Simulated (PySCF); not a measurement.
Compound: 3-ethylpyridine, C7H9N.
Atom-mapped SMILES: `[CH3:1][CH2:2][c:3]1[cH:4][cH:5][cH:6][n:7][cH:8]1` (hydrogens: H9, H10, H11 on C1; H12, H13 on C2; H14 on C4; H15 on C5; H16 on C6; H17 on C8)

Structure optimised with GFN2-xTB, isolated species.

List the bond lengths, angles and torsions at this level.

```csv
bond,length (pm),order
C1–C2,153.0,single
C2–C3,150.0,single
C3–C4,139.0,aromatic
C4–C5,138.5,aromatic
C5–C6,138.6,aromatic
C6–N7,132.2,aromatic
N7–C8,132.0,aromatic
C3–C8,139.2,aromatic
"C1–H9, C1–H10, C1–H11",108.8,single
"C2–H12, C2–H13",109.2,single
C4–H14,108.2,single
C5–H15,107.9,single
C6–H16,108.2,single
C8–H17,108.3,single
```

Bonds in one row agree within 1 pm and their mean is given. Orders are formal, as drawn. A selection of angles:
```csv
angle,degrees
C1–C2–C3,110.4
C2–C3–C4,121.6
C2–C3–C8,121.3
C4–C3–C8,117.0
C3–C4–C5,119.4
C4–C5–C6,118.3
C5–C6–N7,123.1
C6–N7–C8,118.2
C3–C8–N7,124.1
```

Dihedral angles: C1–C2–C3–C4 -89° (synclinal). The mirror-image conformer, all signs reversed, is as good.

Of the pairs four or more bonds apart, H12···H14 is among the closest relative to their van der Waals radii: 2.49 Å, 104 % of the sum of Bondi's values. N7 (pyridine-type nitrogen) is bent (angle 118.2°). The C–C distances run from 1.385 Å (C4–C5, aromatic) to 1.530 Å (C1–C2, drawn single), a spread of 0.145 Å. The 6-membered ring C3–C4–C5–C6–N7–C8 has internal angles of 117.0° to 124.1° (sum 720°, against 720° for a flat polygon); it is planar, 0.00 Å rms from its mean plane, widest ring torsion 0°.

Point group: C1 (no symmetry element, even within 0.4 Å). No GFN2-xTB frequencies stand behind this structure, so it isn't proved a minimum. The numbers are those of one conformer.

All values are computed, not measured.
